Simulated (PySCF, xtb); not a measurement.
pentane (C5H12), SMILES CCCCC. The values are those of a single conformer.

Harmonic wavenumbers (cm⁻¹) from xtb with GFN2-xTB at its own minimum, in rising order: 71, 115, 213, 231, 283, 331, 470, 776, 807, 887, 903, 966, 1007, 1045, 1091, 1131, 1155, 1185, 1242, 1266, 1288, 1311, 1354, 1375, 1415, 1417, 1492, 1494, 1497, 1506, 1507, 1508, 1511, 2957, 2961, 2969, 2977, 2980, 2990, 3028, 3030, 3031, 3033, 3036, 3045.

Q: What does PBE-D3(BJ)/def2-SVP run with PySCF give at its own minimum? (An estimate is asked for; the answer gives what the named calculation found.)

A: 82, 126, 206, 247, 286, 325, 462, 719, 749, 828, 844, 905, 966, 990, 1035, 1080, 1119, 1143, 1212, 1240, 1274, 1279, 1318, 1343, 1351, 1354, 1405, 1411, 1418, 1420, 1423, 1430, 1433, 2942, 2955, 2957, 2963, 2966, 2986, 3001, 3008, 3046, 3050, 3056, 3058. Paired by order, the mean absolute difference is 37 cm⁻¹ and the zero-point energies are 99.9 and 97.8 kcal/mol.
